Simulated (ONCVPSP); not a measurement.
**Transferability test, ONCV potential for Si**

| Quantity | Value |
| --- | --- |
| Element | Si (Z = 14) |
| Generator | ONCVPSP 4.0.1 |
| Type | optimised norm-conserving Vanderbilt (ONCV) |
| Functional | PBEsol |
| Relativity | scalar-relativistic |
| Frozen core | [Ne] |
| Valence charge | 4 |
| Reference configuration | 3s2 3p2 |
| Partial waves | 3s: rc 1.70 bohr, ncon 3, nbas 8, qcut 3.2 1/bohr, 2 projectors, debl 0.4 Ha; 3p: rc 1.65 bohr, ncon 3, nbas 8, qcut 5.6 1/bohr, 1 projector; d scattering state at 0.13 Ha: rc 1.80 bohr, ncon 5, nbas 10, qcut 5.2 1/bohr, 2 projectors, debl 2.2 Ha |
| Local potential | polynomial inside 1.35 bohr (lpopt 2, dvloc0 4 Ha) |
| Core correction | Teter function, fcfact 2, rcfact 1.2 |

Energies are relative to the spin-unpolarised reference configuration 3s2 3p2; without spin polarisation the order of configurations can differ from experiment.

```json
{"valence configuration": "3s2 3p1", "charge": "+1", "ΔE all-electron (eV)": "7.713", "error AE − PS (meV)": "-0.2"}
{"valence configuration": "3s1 3p0", "charge": "+3", "ΔE all-electron (eV)": "57.576", "error AE − PS (meV)": "+17"}
{"valence configuration": "3s1 3p3", "charge": "0", "ΔE all-electron (eV)": "6.793", "error AE − PS (meV)": "-2.4"}
```

Problem. What are ΔE and the potential's error for 3s2 3p0?

Solution. ΔE = 23.676 eV all-electron; the error (AE − PS) is +5.0 meV.
